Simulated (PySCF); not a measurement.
**Löwdin shares of the frontier orbitals**

C5H9AsO2.
Atom-mapped SMILES: `[O:1]=[C:2]([OH:3])[C@@H:4]1[CH2:5][CH2:6][AsH:7][CH2:8]1` (hydrogens: H9 on O3; H10 on C4; H11, H12 on C5; H13, H14 on C6; H15 on As7; H16, H17 on C8)

Computed with PySCF, TDDFT PBE0/def2-SVPD, vertical, gas phase, core orbitals frozen in the response. The structure is a single PBE0-D3(BJ)/def2-SVP conformer in the gas phase; no vibrational or solvent corrections. Relativistic effects, spin–orbit coupling among them, are left out although an element past zinc is present.

Frontier orbitals with the atoms that hold most of them (Löwdin shares over 4%, at most four atoms; ? is withheld):

```json
{"orbital": "HOMO-3", "ε (eV)": "-9.24", "atoms": "As7 20%, H15 15%, C8 14%, O1 10%"}
{"orbital": "HOMO-2", "ε (eV)": "-8.96", "atoms": "C6 27%, As7 26%, C8 16%, H13 5%"}
{"orbital": "HOMO-1", "ε (eV)": "-8.16", "atoms": "O1 54%, O3 9%, C2 8%, As7 8%"}
{"orbital": "HOMO", "ε (eV)": "-7.05", "atoms": "?"}
{"orbital": "LUMO", "ε (eV)": "-0.21", "atoms": "?"}
{"orbital": "LUMO+1", "ε (eV)": "0.10", "atoms": "As7 25%, H15 10%, C6 9%, C8 7%"}
{"orbital": "LUMO+2", "ε (eV)": "0.41", "atoms": "As7 22%, O3 14%, C2 10%, C6 8%"}
```

Q: Which atoms hold the LUMO, and with what shares?

A: C2 (bonded to C and 2 O) 27%; O1 (bonded to C) 21%; As7 (bonded to 2 C and H) 17%; O3 (bonded to C and H) 9%. By element: oxygen 30%, carbon 27% or more, arsenic 17%.

Q: Which atoms hold the HOMO, and with what shares?

A: As7 (bonded to 2 C and H) 59%; C6 (bonded to As, C and 2 H) 9%; C8 (bonded to As, C and 2 H) 9%; H15 (bonded to As) 7%. By element: arsenic 59%, carbon 18% or more, hydrogen 7% or more.

Q: How does S1 compare with the orbital gap of 6.84 eV?

A: S1 is at 5.59 eV (f = 0.026), 1.25 eV below the gap, made of HOMO→LUMO (54%), HOMO-1→LUMO (32%). 

Next come S2 at 6.01 eV (f 0.031), HOMO→LUMO+1 (56%), HOMO→LUMO (20%), HOMO-1→LUMO (15%); S3 at 6.12 eV (f 0.056), HOMO→LUMO+1 (35%), HOMO-1→LUMO (23%), HOMO→LUMO (18%); S4 at 6.52 eV (f 0.036), HOMO→LUMO+2 (68%), HOMO→LUMO+3 (10%), HOMO-1→LUMO (10%); S5 at 6.80 eV (f 0.032), HOMO→LUMO+3 (76%), HOMO→LUMO+2 (11%).
